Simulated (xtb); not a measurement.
xtb input (GFN1-xTB):

```bash
xtb mol.xyz --gfn 1 --sp --chrg 0 --uhf 0
```
mol.xyz:
```
6

C      1.36656412    -0.18415937    -0.09598662
C      0.06593869    -0.00888596    -0.00463149
F     -0.83029842    -0.97785241     0.07898218
F     -0.54605565     1.16333108     0.01769207
H      2.01907743     0.67097753    -0.15970021
H      1.77309228    -1.18201362    -0.10665944
```

End of the output:

```
         :::::::::::::::::::::::::::::::::::::::::::::::::::::
         ::                     SUMMARY                     ::
         :::::::::::::::::::::::::::::::::::::::::::::::::::::
         :: total energy             -15.560330989413 Eh    ::
         :: gradient norm              0.012835459281 Eh/a0 ::
         :: HOMO-LUMO gap              5.570558968242 eV    ::
         ::.................................................::
         :: SCC energy               -15.668261739241 Eh    ::
         :: -> electrostatic           0.032595676526 Eh    ::
         :: repulsion energy           0.108968814757 Eh    ::
         :: dispersion energy         -0.001038064929 Eh    ::
         :: halogen bond corr.         0.000000000000 Eh    ::
         :: add. restraining           0.000000000000 Eh    ::
         :: total charge              -0.000000000000 e     ::
         :::::::::::::::::::::::::::::::::::::::::::::::::::::

           -------------------------------------------------
          |                Property Printout                |
           -------------------------------------------------

    * Orbital Energies and Occupations

         #    Occupation            Energy/Eh            Energy/eV
      -------------------------------------------------------------
         1        2.0000           -0.8984012             -24.4467
         2        2.0000           -0.8947615             -24.3477
         3        2.0000           -0.7038235             -19.1520
         4        2.0000           -0.6582548             -17.9120
         5        2.0000           -0.6334594             -17.2373
         6        2.0000           -0.6274442             -17.0736
         7        2.0000           -0.6031122             -16.4115
         8        2.0000           -0.5752509             -15.6534
         9        2.0000           -0.5633363             -15.3292
        10        2.0000           -0.5505897             -14.9823
        11        2.0000           -0.5483555             -14.9215
        12        2.0000           -0.4628835             -12.5957 (HOMO)
        13                         -0.2581692              -7.0251 (LUMO)
        14                         -0.1369286              -3.7260
        15                         -0.0889045              -2.4192
        16                         -0.0065638              -0.1786
Note: The following floating-point exceptions are signalling: IEEE_DENORMAL
normal termination of xtb
        17                          0.0152659               0.4154
        18                          0.2859871               7.7821
        19                          0.4300908              11.7034
        20                          0.5735208              15.6063
      -------------------------------------------------------------
                  HL-Gap            0.2047143 Eh            5.5706 eV
             Fermi-level           -0.3605263 Eh           -9.8104 eV

  Mulliken/CM5 charges         n(s)   n(p)   n(d)
     1C    -0.16983 -0.26523   1.031  3.139  0.000
     2C     0.47371  0.50451   1.000  2.526  0.000
     3F    -0.22652 -0.24889   1.818  5.409  0.000
     4F    -0.22652 -0.24889   1.818  5.409  0.000
     5H     0.07457  0.12925   0.925  0.000  0.000
     6H     0.07457  0.12925   0.925  0.000  0.000

Wiberg/Mayer (AO) data.
largest (>0.10) Wiberg bond orders for each atom

 ---------------------------------------------------------------------------
     #   Z sym  total        # sym  WBO       # sym  WBO       # sym  WBO
 ---------------------------------------------------------------------------
     1   6 C    3.965 --     2 C    1.845     5 H    0.971     6 H    0.971
     2   6 C    3.786 --     1 C    1.845     3 F    0.965     4 F    0.965
     3   9 F    1.117 --     2 C    0.965
     4   9 F    1.117 --     2 C    0.965
     5   1 H    0.997 --     1 C    0.971
     6   1 H    0.997 --     1 C    0.971
 ---------------------------------------------------------------------------

Topologies differ in total number of bonds
Writing topology from bond orders to xtbtopo.mol

 dipole moment from electron density (au)
     X       Y       Z
   0.6665  -0.0898  -0.0468  total (Debye):    1.714

           -------------------------------------------------
          | TOTAL ENERGY              -15.560330989413 Eh   |
          | GRADIENT NORM               0.012835459281 Eh/α |
          | HOMO-LUMO GAP               5.570558968242 eV   |
           -------------------------------------------------

------------------------------------------------------------------------
------------------------------------------------------------------------
 total:
 SCF:
```
